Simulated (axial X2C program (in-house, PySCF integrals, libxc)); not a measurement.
Spin–orbit effects down a group: molecules with C (ions), PBE0

Computed with an axial X2C code built on PySCF integrals, spin-free (one-electron X2C) or two-component (2c: spin–orbit coupling with atomic mean-field Coulomb and Gaunt terms, which also bring small scalar terms), in Dyall basis sets with cores contracted in-house; open shells are unrestricted.

Basis sets: Al dyall-av3z, B dyall-av3z, C dyall-av3z, Ga dyall-acv3z.

| molecule | spin-free state | Re (Å) | ωe (cm⁻¹) | De (eV) | 2c state | Re 2c (Å) | ωe 2c (cm⁻¹) | De 2c (eV) |
| --- | --- | --- | --- | --- | --- | --- | --- | --- |
| BC⁻ | M_S = 1, Λ = 1 | 1.426 | 1355.3 | 5.17 | Ω = 2 | 1.426 | 1355.3 | 5.18 |
| AlC⁻ | M_S = 1, Λ = 1 | 1.887 | 705.2 | 3.07 | Ω = 2 | 1.887 | 705.2 | 3.08 |
| GaC⁻ | M_S = 1, Λ = 1 | 1.893 | 614.1 | 2.73 | Ω = 2 | 1.893 | 612.5 | n/a |

(1) Work out the shifts from the spin-free to the two-component result.

Fragments in 2c: C- + B, Al + C-, Ga + C-. Each entry is the lowest single determinant of a limited PBE0 search at one distance. De goes to single-determinant-based atoms at the same level (for ions the charge split of lowest energy) and is withheld (n/a) where an atom does not fit its ground term or J level. Main or longest-lived isotopes. One determinant is a doubtful description, or other states lie close, for BC⁻, AlC⁻, GaC⁻; these need not be ground states, and all values refer to the states named. Some open-shell Ω = 0 determinants are out of reach, so the Ω given for BC⁻, AlC⁻, GaC⁻ need not be the lowest component. With several unpaired electrons the Ω given is that of one determinant, not necessarily of the lowest component. Some light 2c atoms are not at their ground J level, so De misses part of their lowering (0.04 eV or less). The functionals have no current term, which raises determinants with orbital currents.

Answers

(1) 

```csv
molecule,2c state,ΔRe (Å),Δωe (cm⁻¹),ΔDe (eV)
BC⁻,Ω = 2,0.000,0.0,0.01
AlC⁻,Ω = 2,0.000,0.0,0.01
GaC⁻,Ω = 2,0.000,-1.6,n/a
```

Shifts of one unit in the last digit are rounding.
